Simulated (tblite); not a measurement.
Species: C3H9GeOSi (doublet state).
SMILES with atom numbers: `[H]/[C:1]=[CH:2]\[GeH2:3][O:4][SiH2:5][CH3:6]` (hydrogens: H7 on C1; H8 on C2; H9, H10 on Ge3; H11, H12 on Si5; H13, H14, H15 on C6)
Bond orders are those of one Lewis drawing.

Computed with GFN2-xTB (tblite), gas phase: L-BFGS steps from a force-field or distance-geometry start until the largest atomic force falls under 0.01 eV/Å.

Geometry at step 39:
```
atom  x, y, z in Å
C1      3.4268    1.2345   -0.4767
C2      2.9171    0.1367   -0.8797
Ge3     1.4379   -1.0021   -0.0478
O4     -0.1418   -0.2326   -0.0583
Si5    -1.6658   -0.4921    0.4647
C6     -2.7324    0.9966    0.0000
H7      3.3064    1.9401    0.3118
H8      3.2584   -0.3919   -1.7619
H9      1.6066   -1.4101    1.4141
H10     1.2809   -2.2495   -0.9215
H11    -1.6334   -0.6879    1.9223
H12    -2.1673   -1.7304   -0.1530
H13    -2.7666    1.1464   -1.0730
H14    -3.7484    0.8302    0.3417
H15    -2.3826    1.9201    0.4493
```

Q: Give the atomic forces at this geometry.

A: 
```csv
atom,Fx (eV/Å),Fy (eV/Å),Fz (eV/Å)
C1,-0.085,-0.032,0.012
C2,0.002,0.016,-0.037
Ge3,-0.085,-0.053,0.046
O4,0.012,0.053,-0.030
Si5,0.044,-0.159,0.088
C6,0.023,0.022,-0.021
H7,-0.005,0.024,0.034
H8,0.008,0.032,-0.031
H9,0.043,0.000,-0.005
H10,-0.023,-0.018,0.031
H11,0.015,0.035,-0.008
H12,0.017,0.056,-0.027
H13,0.000,0.024,-0.077
H14,-0.010,-0.015,0.006
H15,0.046,0.015,0.020
```

The largest, 0.19 eV/Å, acts on Si5; the rms over all components is 0.044 eV/Å. The forces sum to zero within rounding, as they must for an isolated molecule in no field.

Q: Give the force on Si5 in Eh/bohr and in nN.

A: 0.187 eV/Å ÷ 51.422 = 0.00364 Eh/bohr, and 0.187 eV/Å × 1.602 = 0.30 nN.

Q: How far is this geometry from the end of the optimisation?

A: 0.119 eV above it, and 1.002 Å rms away after alignment. The bonds farthest from their final lengths, with half the difference of the two atoms' forces along the bond (positive lengthens):

| bond | now (Å) | final (Å) | force along bond (eV/Å) |
| --- | --- | --- | --- |
| Ge3–O4 | 1.757 | 1.743 | -0.02 |
| Si5–C6 | 1.889 | 1.898 | +0.09 |
| Si5–H11 | 1.471 | 1.463 | -0.06 |
| Ge3–H9 | 1.527 | 1.521 | -0.02 |
| Si5–H12 | 1.472 | 1.467 | -0.06 |
| O4–Si5 | 1.632 | 1.628 | +0.02 |

The angle farthest from its final value is Ge3–O4–Si5, 140.2° against 151.2°.

The cost below is that of the whole relaxation. On Arm Neoverse N1, one thread, no GPU, shared host with 64 logical CPUs at a one-minute load of 53, this took 1.3 s wall.
